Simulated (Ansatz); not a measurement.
C$_{8}$H$_{17}$Cl (`CCCCCCCCCl`) at its PBE0-D4/def2-TZVP geometry, where that method's forces vanish. Charge 0, multiplicity 1.

```xyz
26

C    -0.1594    4.1322    1.1353
C    -0.6498    2.8114    0.5685
C     0.4589    1.7845    0.4087
C    -0.0206    0.4590   -0.1580
C     1.0962   -0.5617   -0.3092
C     0.6700   -1.8726   -0.9569
C    -0.3373   -2.6657   -0.1351
C    -0.6501   -3.9931   -0.7827
Cl   -1.8396   -4.9296    0.1654
H     0.5998    4.5807    0.4882
H    -0.9737    4.8528    1.2402
H     0.2910    3.9939    2.1223
H    -1.1253    2.9816   -0.4045
H    -1.4311    2.3992    1.2176
H     0.9351    1.6117    1.3823
H     1.2429    2.1953   -0.2401
H    -0.4884    0.6302   -1.1362
H    -0.8096    0.0606    0.4895
H     1.9000   -0.1187   -0.9080
H     1.5327   -0.7702    0.6754
H     1.5589   -2.4913   -1.1256
H     0.2494   -1.6659   -1.9489
H     0.0574   -2.8403    0.8712
H    -1.2667   -2.1032   -0.0155
H     0.2392   -4.6183   -0.8675
H    -1.0800   -3.8627   -1.7763
```

(1) What forces (eV/Å) does ωB97M-V/def2-TZVPP give on these atoms in Ansatz 0.2.0? (An estimate is asked.)

## Answers

(1) Ansatz gave: 
```
C1   0.069  0.185  0.080
C2  -0.229 -0.059 -0.064
C3   0.221  0.047  0.058
C4  -0.224 -0.048 -0.056
C5   0.219  0.041  0.062
C6   0.073 -0.067 -0.187
C7  -0.081  0.095  0.191
C8   0.081 -0.119 -0.217
Cl9 -0.084 -0.051  0.079
H10 -0.053 -0.037  0.042
H11  0.064 -0.055 -0.008
H12 -0.032  0.003 -0.071
H13  0.037 -0.015  0.065
H14  0.057  0.024 -0.043
H15 -0.032  0.009 -0.056
H16 -0.050 -0.024  0.036
H17  0.028 -0.010  0.052
H18  0.048  0.028 -0.031
H19 -0.054 -0.022  0.041
H20 -0.032  0.011 -0.055
H21 -0.062  0.035  0.013
H22  0.019 -0.011  0.062
H23 -0.023  0.010 -0.061
H24  0.054 -0.043 -0.012
H25 -0.068  0.071 -0.001
H26  0.053  0.001  0.082
```
